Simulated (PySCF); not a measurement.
CH5ClOSi.
Atom-mapped SMILES: `[CH3:1][O:2][SiH2:3][Cl:4]` (hydrogens: H5, H6, H7 on C1; H8, H9 on Si3)

A GFN2-xTB structure with every atom displaced at random (by about 0.01 Å) was refined with PySCF, PBE0-D3(BJ)/def2-SVP geometry optimisation, gas phase. Values at the start:

```json
{"coordinate": "C1–O2", "start": "1.377 Å"}
{"coordinate": "C1–H5", "start": "1.084 Å"}
{"coordinate": "O2–Si3", "start": "1.601 Å"}
{"coordinate": "Si3–Cl4", "start": "2.030 Å"}
{"coordinate": "Si3–H8", "start": "1.457 Å"}
{"coordinate": "C1–O2–Si3", "start": "128.6°"}
{"coordinate": "O2–C1–H5", "start": "112.5°"}
{"coordinate": "O2–C1–H7", "start": "106.6°"}
{"coordinate": "O2–Si3–Cl4", "start": "103.0°"}
{"coordinate": "O2–Si3–H8", "start": "113.0°"}
{"coordinate": "Cl4–Si3–H8", "start": "109.0°"}
{"coordinate": "Cl4–Si3–H9", "start": "109.2°"}
{"coordinate": "H5–C1–H6", "start": "110.5°"}
{"coordinate": "C1–O2–Si3–Cl4", "start": "179°"}
```

Question: How do these coordinates change at the PBE0-D3(BJ)/def2-SVP level?

Answer: 
```json
{"coordinate": "O2–Si3", "PBE0-D3(BJ)/def2-SVP (Å or °)": "1.651", "change": "+0.050"}
{"coordinate": "Si3–H8", "PBE0-D3(BJ)/def2-SVP (Å or °)": "1.490", "change": "+0.033"}
{"coordinate": "C1–O2", "PBE0-D3(BJ)/def2-SVP (Å or °)": "1.402", "change": "+0.025"}
{"coordinate": "Si3–Cl4", "PBE0-D3(BJ)/def2-SVP (Å or °)": "2.052", "change": "+0.022"}
{"coordinate": "C1–H5", "PBE0-D3(BJ)/def2-SVP (Å or °)": "1.105", "change": "+0.021"}
{"coordinate": "O2–Si3–Cl4", "PBE0-D3(BJ)/def2-SVP (Å or °)": "106.7", "change": "+3.7"}
{"coordinate": "C1–O2–Si3", "PBE0-D3(BJ)/def2-SVP (Å or °)": "125.0", "change": "-3.6"}
{"coordinate": "H5–C1–H6", "PBE0-D3(BJ)/def2-SVP (Å or °)": "108.2", "change": "-2.3"}
{"coordinate": "O2–C1–H7", "PBE0-D3(BJ)/def2-SVP (Å or °)": "108.5", "change": "+1.9"}
{"coordinate": "O2–Si3–H8", "PBE0-D3(BJ)/def2-SVP (Å or °)": "111.1", "change": "-1.9"}
{"coordinate": "Cl4–Si3–H9", "PBE0-D3(BJ)/def2-SVP (Å or °)": "108.5", "change": "-0.7"}
{"coordinate": "O2–C1–H5", "PBE0-D3(BJ)/def2-SVP (Å or °)": "111.9", "change": "-0.6"}
{"coordinate": "Cl4–Si3–H8", "PBE0-D3(BJ)/def2-SVP (Å or °)": "108.5", "change": "-0.5"}
{"coordinate": "C1–O2–Si3–Cl4", "PBE0-D3(BJ)/def2-SVP (Å or °)": "177", "change": "-2"}
```

The energy falls by 10.8 kJ/mol over 11 energy and gradient evaluations, the largest force component goes from 0.0222 to 3.0e-04 Eh/bohr, and the atoms move by 0.077 Å rms after alignment. The bond that changes most is O2–Si3 (silyl ether oxygen to chlorine-bound silicon), which lengthens by 0.050 Å. Bonds longer at the end by more than 0.005 Å: 6 of 8; shorter: 1. Rotational constants go from 15054, 2208, 1995 to 16047, 2070, 1898 MHz.

The run used 89 basis functions and 63 SCF cycles in all.

No frequency check. One conformer, not necessarily the lowest.

Shape of the structure used: `[CH3:1][O:2][SiH2:3][Cl:4]`: C1–O2–Si3–Cl4 177°.
